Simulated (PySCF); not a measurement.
# TDDFT excited states: C2H3Cl3GeO2

Species: Ge(OAc)Cl3, C₂H₃Cl₃GeO₂.
SMILES: `[O](C(C)=O)[Ge]([Cl])([Cl])[Cl]`

Level of theory: TDDFT B3LYP/def2-SVPD, vertical, gas phase, core orbitals frozen in the response (PySCF). One conformer (not necessarily the lowest) at the PBE0-D3(BJ)/def2-SVP geometry, without solvent, vibrations or thermal averaging. Relativistic effects, spin–orbit coupling among them, are left out although an element past zinc is present.

Question: List the vertical singlet excitations with oscillator strengths and describe the spectrum.

Answer: 

```csv
state,E (eV),λ (nm),f,"main configurations (H = HOMO, L = LUMO)"
S1,5.19,238.9,0.022,H→L (99%)
S2,5.74,216.0,0.0003,"H-1→L (81%), H→L+1 (18%)"
S3,5.76,215.4,0.0005,"H→L+1 (78%), H-1→L (18%)"
S4,6.00,206.6,0.015,H-2→L (90%)
S5,6.01,206.1,0.011,H-3→L (90%)
S6,6.30,196.7,0.0001,H-4→L (92%)
S7,6.47,191.8,0.024,"H-6→L (81%), H-5→L (15%)"
S8,6.50,190.8,0.050,"H-5→L (81%), H-6→L (16%)"
S9,6.59,188.2,0.055,H-7→L (89%)
S10,7.53,164.6,0.0088,H-1→L+1 (81%)
S11,7.57,163.7,0.024,"H→L+2 (76%), H-1→L+1 (12%)"
S12,7.67,161.6,0.017,"H→L+3 (53%), H→L+2 (14%)"
S13,7.68,161.4,0.0006,"H-2→L+1 (74%), H-5→L+1 (14%)"
S14,7.75,160.0,0.0095,"H-3→L+1 (57%), H-8→L (34%)"
S15,7.88,157.4,0.093,"H-8→L (51%), H-3→L+1 (27%), H→L+3 (12%)"
```

Triplets, Tamm–Dancoff:

```json
{"state": "T1", "E (eV)": "5.04", "λ (nm)": "246.1", "main configurations (H = HOMO, L = LUMO)": "H→L (97%)"}
{"state": "T2", "E (eV)": "5.26", "λ (nm)": "235.7", "main configurations (H = HOMO, L = LUMO)": "H→L+1 (94%)"}
{"state": "T3", "E (eV)": "5.36", "λ (nm)": "231.2", "main configurations (H = HOMO, L = LUMO)": "H-1→L (97%)"}
{"state": "T4", "E (eV)": "5.58", "λ (nm)": "222.4", "main configurations (H = HOMO, L = LUMO)": "H-2→L (93%)"}
```

The lowest singlet lies at 5.19 eV (239 nm, ultraviolet) and is weak; its leading configuration is HOMO→LUMO (99%). The strongest level in the table is S15 at 7.88 eV (157 nm, f = 0.093). It is the last of those listed, so stronger ones may follow. S12/S13 lie within about 0.01 eV of each other. Löwdin shares by element: HOMO oxygen 75%, carbon 15%; LUMO chlorine 65%, germanium 21%. Weighted by f, the mean energy of these states is 6.98 eV. The oscillator strengths of these states sum to 0.331; summed over the whole spectrum of an exact calculation they would give the number of electrons, 114 (Thomas–Reiche–Kuhn). Orbital energies (eV): HOMO-3 -9.52, HOMO-2 -9.47, HOMO-1 -9.25, HOMO -8.46, LUMO -2.40, LUMO+1 -0.93, LUMO+2 0.00. Only the lowest 15 singlets were computed, as vertical energies without vibronic structure.
